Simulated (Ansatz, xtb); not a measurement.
Two isomers of C8H6O

Structure I: `C#CC1=CC=C(C=O)C1`, a singlet. Structure II: `C#CC1=CC=C[C@@H]1C=O`, a singlet. Both are isolated molecules in the gas phase, relaxed with PBE0-D3(BJ)/def2-SVP, each in the lowest conformer that the search found.

I (Å):

```xyz
15

C     0.0426    2.3223    3.4589
C     0.2097    1.9898    2.3022
C     0.3987    1.5702    0.9659
C     0.6837    2.3580   -0.1156
C     0.7953    1.5245   -1.2888
C     0.5818    0.2213   -0.9474
C     0.6083   -0.9245   -1.8459
C     0.3111    0.1400    0.5171
O     0.4132   -2.0671   -1.4978
H    -0.1040    2.6233    4.4799
H     0.8063    3.4409   -0.0921
H     1.0172    1.8868   -2.2950
H     0.8282   -0.6729   -2.9152
H    -0.6780   -0.3007    0.7329
H     1.0413   -0.5025    1.0395
```

II (Å):

```xyz
15

C    -0.5972    2.6060    0.6983
C    -0.4105    1.4245    0.9107
C    -0.2109    0.0407    1.1212
C     0.3936   -0.5722    2.1804
C     0.3815   -2.0088    1.9772
C    -0.2286   -2.2932    0.8018
C    -0.5962   -1.0154    0.1173
C     0.3265   -0.8797   -1.0981
O    -0.0512   -0.8381   -2.2329
H    -0.7600    3.6521    0.5154
H     0.8124   -0.0593    3.0469
H     0.7933   -2.7362    2.6784
H    -0.3883   -3.2788    0.3642
H    -1.6357   -0.9526   -0.2377
H     1.4098   -0.8351   -0.8210
```

Quicker runs give these differences E(II) − E(I): GFN2-xTB +8.0 kcal/mol; HF/STO-3G +5.7 kcal/mol (at GFN2-xTB geometries); r2SCAN-D4/def2-SVP +10.0 kcal/mol (at GFN2-xTB geometries).

Q: Estimate E(II) − E(I) at the level CCSD(T)/def2-SVP + ΔMP2/def2-TZVPP.

A: Calculated at CCSD(T)/def2-SVP + ΔMP2/def2-TZVPP: E(II) − E(I) = +5.9 kcal/mol, so structure I lies lower.

How the difference moves with the method:

| level | geometry | E(II) − E(I) (kcal/mol) | departure from the last row (kcal/mol) | job, with rough time for the two |
| --- | --- | --- | --- | --- |
| GFN2-xTB | GFN2-xTB | +8.0 | +2.1 | optimisation, 0.3 s |
| HF/STO-3G | GFN2-xTB | +5.7 | −0.2 | single point, 0.92 s |
| r2SCAN-D4/def2-SVP | GFN2-xTB | +10.0 | +4.0 | single point, 9.6 s |
| PBE0-D3(BJ)/def2-SVP | PBE0-D3(BJ)/def2-SVP | +8.8 | +2.9 | optimisation, 2.1 min |
| HF/def2-SVP | PBE0-D3(BJ)/def2-SVP | +8.2 | +2.2 | part of the CCSD(T) run |
| MP2/def2-SVP | PBE0-D3(BJ)/def2-SVP | +6.9 | +1.0 | part of the CCSD(T) run |
| CCSD(T)/def2-SVP | PBE0-D3(BJ)/def2-SVP | +6.5 | +0.6 | single point |
| CCSD(T)/def2-SVP + ΔMP2/def2-TZVPP | PBE0-D3(BJ)/def2-SVP | +5.9 |  | single point, 5.6 min |

As drawn, both hold the same kinds of bond in the same numbers.

The levels shown agree on the order. The largest departure from CCSD(T)/def2-SVP + ΔMP2/def2-TZVPP is that of r2SCAN-D4/def2-SVP, 4.0 kcal/mol. The last row adds to CCSD(T) the change of the MP2 difference between the two basis sets, here −0.6 kcal/mol.

With thermal terms from frequencies at re-optimised GFN2-xTB minima (ideal gas, soft modes damped towards free rotors, one conformer each, 298.15 K, 1 atm): on the last row, ΔE + ΔZPE = +6.0, ΔH = +6.1, ΔG = +5.8 kcal/mol.

The correlated steps freeze 9 core orbitals. Mirror images aren't counted in ΔG. Codes used: Ansatz 0.2.0, xtb 6.7.1; the last row on 2 threads of Arm Neoverse V1 on a shared host.
